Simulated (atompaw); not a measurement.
## Reading a pseudo-wave (Ru)

Columns: radius, all-electron u(r) and pseudo u(r) of the 4d shell (level -7.68 eV) of ruthenium in the configuration [Kr] 4d6 5s2 5p0; PBEsol, scalar-relativistic, PAW (atompaw) scheme, atompaw 4.2.0.5.

```
r (bohr)  all-electron  pseudo
   0.115       -0.2096  0.0017
   0.231       -0.4058  0.0131
   0.346       -0.3055  0.0416
   0.462       -0.0506  0.0920
   0.577        0.2237  0.1636
   0.692        0.4573  0.2532
   0.808        0.6321  0.3551
   0.923        0.7457  0.4588
   1.038        0.8092  0.5552
   1.154        0.8346  0.6360
   1.269        0.8321  0.6931
   1.385        0.8106  0.7256
   1.500        0.7774  0.7344
   1.615        0.7371  0.7224
   1.731        0.6927  0.6910
   1.846        0.6475  0.6475
   1.962        0.6021  0.6021
   2.077        0.5583  0.5583
   2.192        0.5165  0.5165
   2.308        0.4765  0.4765
   2.423        0.4394  0.4394
   2.538        0.4046  0.4046
   2.654        0.3721  0.3721
   2.769        0.3421  0.3421
   2.885        0.3141  0.3141
   3.000        0.2885  0.2885
```

(1) How many radial nodes do the two functions have?

(2) At about which radius was the pseudo-wave matched?

(3) Where does each function peak?

(4) Is the pseudo-wave norm-conserving?

Results:

(1) The all-electron 4d function has n − l − 1 = 1; the pseudo-wave has 0, since the states of the same l below it are removed with the core.

(2) 1.85 bohr, where the columns begin to agree (steps of 0.12 bohr).

(3) Outermost all-electron maximum near 1.15 bohr, pseudo maximum near 1.50 bohr (to the table’s step).

(4) No, it belongs to a PAW set: the norm inside the radius is not constrained, and the difference is carried by the augmentation charge.
